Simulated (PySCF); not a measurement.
Geometry:
```csv
atom,x (Å),y (Å),z (Å)
C1,0.326,-0.905,-0.713
C2,-1.030,-0.605,-0.050
C3,-1.197,0.903,0.219
Al4,0.650,1.394,0.694
C5,1.487,-0.282,0.085
H6,0.448,-1.995,-0.846
H7,0.315,-0.478,-1.733
H8,-1.850,-1.014,-0.665
H9,-1.075,-1.152,0.911
H10,-1.998,1.123,0.943
H11,-1.482,1.427,-0.714
H12,1.263,2.708,1.352
H13,2.421,-0.218,-0.494
H14,1.721,-0.908,0.969
```

Geometry: PBE0-D3(BJ)/def2-SVP; GIAO absolute shieldings from PySCF 2.14.0 with density-fitted response routines, gas phase, non-relativistic, averaged over equivalent atoms.

At PBE0/pcSseg-1 (137 basis functions, 8.6 s wall time on 1 thread of an x86-64 server CPU, shared host):
```
          atoms  σ (ppm)
          C1/C2    154.2
          C3/C5    172.1
            Al4    237.7
            H12    25.42
    H6/H7/H8/H9    29.63
H10/H11/H13/H14    31.02
```

Predict the values at PBE0/pcSseg-2 on the same geometry.

## Answers


| atoms | σ at PBE0/pcSseg-2 | change |
| --- | --- | --- |
| C1/C2 | 152.6 | -1.6 |
| C3/C5 | 171.2 | -0.9 |
| Al4 | 238.1 | +0.4 |
| H12 | 25.42 | +0.00 |
| H6/H7/H8/H9 | 29.52 | -0.11 |
| H10/H11/H13/H14 | 30.96 | -0.06 |

The largest change is at C1/C2 (sp3 CH2 in a ring). Cost: 313 basis functions, 31 s wall time on 1 thread of an x86-64 server CPU, shared host.
